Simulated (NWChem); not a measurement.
Species: ZnCl cation; SMILES [Zn+][Cl]

Computed with NWChem. Each level has its own optimisation; frequencies are unscaled.

| level | r Cl–Zn (Å) | highest harmonic frequency (cm⁻¹) | zero-point energy (kcal/mol) |
|---|---|---|---|
| PBE0/def2-TZVP | 2.054 | 464 | 0.7 |
| Hartree-Fock/3-21G | 2.141 | 440 | 0.6 |
| Hartree-Fock/STO-3G | 2.029 | 559 | 0.8 |
| PBE0/def2-SVP | 2.070 | 456 | 0.7 |
